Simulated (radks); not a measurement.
Problem. These are the eigenvalues of the occupied orbitals of an atom or ion with whole-number occupations (eV). Method: scalar-relativistic Kohn-Sham, r2SCAN, spin-polarised, spherical densities, finite nucleus; meta-GGA in the generalised Kohn-Sham scheme; Fermi nuclear charge, rms radius of each element as measured or else 0.836 A^(1/3) + 0.57 fm; computed with a radial shooting solver on a logarithmic mesh with Libxc functionals.

| orbital | eigenvalue |
|---|---|
| 1s down | -19884.09 |
| 1s up | -19884.06 |
| 2s up | -2836.452 |
| 2s down | -2835.775 |
| 2p up | -2535.041 |
| 2p down | -2534.558 |
| 3s up | -503.3022 |
| 3s down | -503.0972 |
| 3p up | -403.6164 |
| 3p down | -403.3444 |
| 3d up | -242.0172 |
| 3d down | -241.4786 |
| 4s up | -85.6996 |
| 4s down | -82.5297 |
| 4p up | -59.1667 |
| 4p down | -55.5600 |
| 4d up | -22.1024 |

Which element is it, and in what charge state? The configuration may be excited. Open shells, if any, are filled with parallel spins first.

Solution. Z = 42, molybdenum, charge +2: Mo2+ in [Kr] 4d4. The list shows which subshells hold electrons but not how many an open one holds; the 1s level, -730.73 hartree, gives Z - s = 38.2 by -(Z - s)^2/2, which with screening and relativity narrows Z to a few neighbours, and the depths of the outer levels then fix element, charge and occupations together.
